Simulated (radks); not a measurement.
Charge is removed step by step from the 3s down level of K+, starting from [Ne] 3s(up 1, down 1) 3p6. Method: scalar-relativistic Kohn-Sham, SCAN, spin-polarised, spherical densities, finite nucleus; meta-GGA in the generalised Kohn-Sham scheme; Fermi nuclear charge, rms radius 3.4349 fm; computed with a radial shooting solver on a logarithmic mesh with Libxc functionals.

| removed (e) | E - E(0) (eV) | eigenvalue (eV) |
|---|---|---|
| 0 | 0.000 | -42.873 |
| 0.125 | 5.491 | -44.630 |
| 0.25 | 11.175 | -46.405 |
| 0.375 | 17.089 | -48.194 |
| 0.5 | 23.230 | -49.994 |
| 0.625 | 29.580 | -51.803 |
| 0.75 | 36.180 | -53.617 |
| 0.875 | 42.995 | -55.430 |

The mean slope of the eigenvalue, de/dn, is 14.4 eV per electron.
